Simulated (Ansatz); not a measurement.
Species: H₂AlF₃Si, SMILES `F[Si](F)(F)[AlH2]` (charge 0, multiplicity 1).

Give a relaxed geometry from PBE-D3(BJ)/def2-TZVP run with Ansatz (a quantum-chemistry and plane-wave program).

the end point of this relaxation (outside a Z-matrix the atoms follow the SMILES, hydrogens last).
Cartesian coordinates (Å) in one orientation:
```xyz
7

F     -1.502    -0.383     1.542
Si    -1.013     0.006     0.058
F     -1.693    -1.060    -0.939
F     -1.692     1.424    -0.280
Al     1.456     0.010    -0.100
H      2.212    -1.390    -0.070
H      2.232     1.394    -0.213
```
